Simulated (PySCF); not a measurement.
Level of theory: PBE-D3(BJ)/def2-TZVP // r2SCAN-D4/def2-SVP (PySCF). Isolated molecules, 0 K electronic values unless said otherwise. One relaxed conformer stands for a flexible species; it need not be the lowest. 

Reference species: [Hf(OH)2(H)2] (neutral, multiplicity 1).

- mean distance from the central atom to its bonded neighbours: 1.890 Å
- HOMO–LUMO gap: 4.41 eV

Changed species: [Hf(OH)4] (0 of 4 OH replaced by H; the reference has 2 of 4 OH replaced by H).

Task: Predict the effect on the mean distance from the central atom to its bonded neighbours and HOMO–LUMO gap.

Result: the mean distance from the central atom to its bonded neighbours increases by 0.046 Å, to 1.936 Å; the HOMO–LUMO gap goes up by 1.72 eV, to 6.13 eV.
